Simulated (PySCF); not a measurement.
A structure optimised at B3LYP-D3(BJ)/def2-SVPD, used in a PySCF frequency run:

```
I
Cl 1 2.6324
Cl 1 2.6324 2 180.00
```
Charge -1, spin multiplicity 1.

Problem. Write its SMILES, formula and point group.

Solution. Cl[I-]Cl, Cl2I, D∞h

Problem. What are its rotational constants (standard atomic weights)?

Solution. 1.0287 GHz (linear rotor, B only)
